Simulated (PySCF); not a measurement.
# Reading the logs of faulty runs: AlH2N

Calculated results; nothing here was measured. They come from PySCF 2.14.0, an open-source quantum chemistry program, on an isolated molecule that a program drew, which may never have been made. The molecule is AlH2N (charge 0, singlet), drawn as the SMILES string `[NH2][Al]`.

Each row is a Hartree-Fock (HF) and frozen-core CCSD(T) single point in the cc-pV(D+d)Z basis, meant for a local HF minimum. Run 1 is clean. Each other run has one planted mistake out of seven kinds, and not every kind appears here: one electron removed, one electron added, multiplicity raised by two, geometry at a saddle point, minimal basis STO-3G, one bond length entered in bohr, all coordinates scaled. The reference is restricted for singlets and unrestricted otherwise, and also for a bond in bohr. Adding or removing an electron swaps singlet and doublet. Electrons count all cores. HOMO and LUMO are orbital energies over both spins, the gradient is its largest component, and the lowest frequency (negative if imaginary) is given only where the gradient is small. Bond lengths are over the 3 bonds as drawn. T1 is the CCSD diagnostic: over 0.02 (restricted) or 0.045 (unrestricted) a single reference is doubtful.

Geometry of the clean run:
```xyz
4
AlH2N, angstrom
N    -1.8358   -0.6310    0.8794
Al   -1.9435    0.8597   -0.1092
H    -1.1158   -1.3324    0.8156
H    -2.4851   -0.9140    1.5956
```

| run | electrons | basis functions | <S^2> | HOMO (eV) | LUMO (eV) | gradient (hartree/bohr) | lowest frequency (cm^-1) | mean bond (Å) | longest bond (Å) | T1 | HF (hartree) | CCSD(T) (hartree) | mistake |
|---|---|---|---|---|---|---|---|---|---|---|---|---|---|
| 1 | 22 | 47 | 0.000 | -8.04 | 1.48 | 9.6e-06 | 450 | 1.2688 | 1.792 | 0.0164 | -297.54873 | -297.80254 | no fault |
| 2 | 23 | 47 | 0.779 | 0.72 | 7.23 | 2.3e-02 | - | 1.2688 | 1.792 | 0.0204 | -297.50781 | -297.76711 | one electron added |
| 3 | 22 | 47 | 2.005 | -6.08 | 0.22 | 1.0e-02 | - | 1.2688 | 1.792 | 0.0200 | -297.48553 | -297.71105 | multiplicity raised by two |
| 4 | 22 | 47 | 0.930 | -8.72 | 1.03 | 1.5e-02 | - | 1.5675 | 1.903 | 0.0874 | -297.41458 | -297.66213 | one bond length entered in bohr |
| 5 | 22 | 16 | 0.000 | -4.33 | 10.28 | 2.6e-02 | - | 1.2688 | 1.792 | 0.0165 | -293.88253 | -293.97429 | ? |

**Which mistake was planted in run 5, and what did it cost?**

It has 16 basis functions where the clean run has 47, with the same electrons and geometry. So the mistake is: minimal basis STO-3G. Subtracting run 1 and multiplying by 627.51 kcal/mol a hartree, the energy moved by 2300.6 kcal/mol in HF and 2402.3 kcal/mol in CCSD(T).

Cautions from the logs. Run 2: the HOMO is above zero, so the electron isn't bound and the energy depends on the basis; run 4: T1 is over the limit, so its CCSD(T) energy is less reliable.
